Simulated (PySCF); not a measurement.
Species: C₁₁H₈.
Atom-mapped SMILES: `[CH2:1]=[C:2]1[CH:3]=[CH:4][C:5]([C:6]#[C:7][C:8]#[C:9][CH3:10])=[CH:11]1`

Geometry (GFN2-xTB, Å), atoms numbered from 1 in this order:
```xyz
19
C11H8 angstrom
C     -4.410    0.697   -0.810
C     -3.262    0.181   -0.359
C     -3.109   -1.005    0.487
C     -1.803   -1.200    0.716
C     -1.041   -0.145    0.030
C      0.349   -0.054    0.066
C      1.561   -0.004    0.119
C      2.911    0.069    0.164
C      4.118    0.127    0.204
C      5.556    0.204    0.252
C     -1.918    0.673   -0.608
H     -5.361    0.254   -0.564
H     -4.429    1.574   -1.436
H     -3.933   -1.595    0.840
H     -1.342   -1.979    1.295
H      5.935    0.702   -0.641
H      5.869    0.768    1.131
H      5.984   -0.798    0.307
H     -1.686    1.540   -1.198
```

Definitions: NICS(0) = −σiso at the ring centroid; NICS(1) = −σiso and NICS(1)zz = −σzz at ±1 Å along the ring normal z. Level: GIAO PBE0/pcSseg-1 (PySCF, non-relativistic, gas phase) on the GFN2-xTB geometry, one conformer.

Ring bond lengths (Å), with Mayer bond orders in brackets: C2–C3 1.465 (1.08), C3–C4 1.340 (1.74), C4–C5 1.470 (1.13), C5–C11 1.359 (1.62), C11–C2 1.452 (1.08).

**Question.** What do the NICS probes read (ppm)?

**Answer.** 
```json
{"ring": "C2–C3–C4–C5–C11", "type": "5-membered carbocycle; formal bonds 2 double, 3 single", "NICS(0)": "-0.7", "NICS(1), two faces": "-4.2 / -4.2", "NICS(1)zz, two faces": "-5.0 / -5.0", "rms pucker (Å)": "0.00", "centre to ring atoms, mean (Å)": "1.21"}
```

**Question.** What can be read from them?

**Answer.** 
- C2–C3–C4–C5–C11: mean NICS(1)zz -5.0 ppm, shielded. That is too small in size for a clear verdict by the NICS criterion.

**Question.** How equal are the bonds by HOMA? Use HOMA with the parameters of Krygowski (1993).

**Answer.** 
- C2–C3–C4–C5–C11: HOMA -0.03 = 1 − EN − GEO, with mean bond length 1.417 Å, EN = α(Ropt − mean)² = 0.221 and GEO = α × variance = 0.813. The geometric and the magnetic index point the same way.

**Question.** At the second NICS(1) probe listed for ring C2–C3–C4–C5–C11, 1 Å off the ring, what do the in-plane components average?

**Answer.** The isotropic value is a third of the trace: (3 × -4.2 − (-5.0))/2 = -3.8 ppm.

**Question.** How shielded are the nuclei of the rings and their hydrogens (means over atoms taken as equivalent)?

**Answer.** 
| atoms | environment | σ isotropic (ppm) | principal values of the symmetric part, first atom (ppm) |
| --- | --- | --- | --- |
| C2 | fully substituted alkene carbon | 27.1 | -76.2, 18.7, 138.8 |
| C3 | alkene CH carbon | 55.3 | -46.7, 67.8, 144.7 |
| C4 | alkene CH carbon | 43.8 | -59.4, 56.6, 134.2 |
| C5 | fully substituted alkene carbon | 52.2 | -39.0, 57.2, 138.4 |
| C11 | alkene CH carbon | 48.2 | -60.5, 63.9, 141.3 |
| H14 | vinylic hydrogen | 25.35 | 24.1, 24.5, 27.4 |
| H15 | vinylic hydrogen | 25.06 | 23.6, 23.6, 28.0 |
| H19 | vinylic hydrogen | 25.01 | 22.5, 23.7, 28.8 |
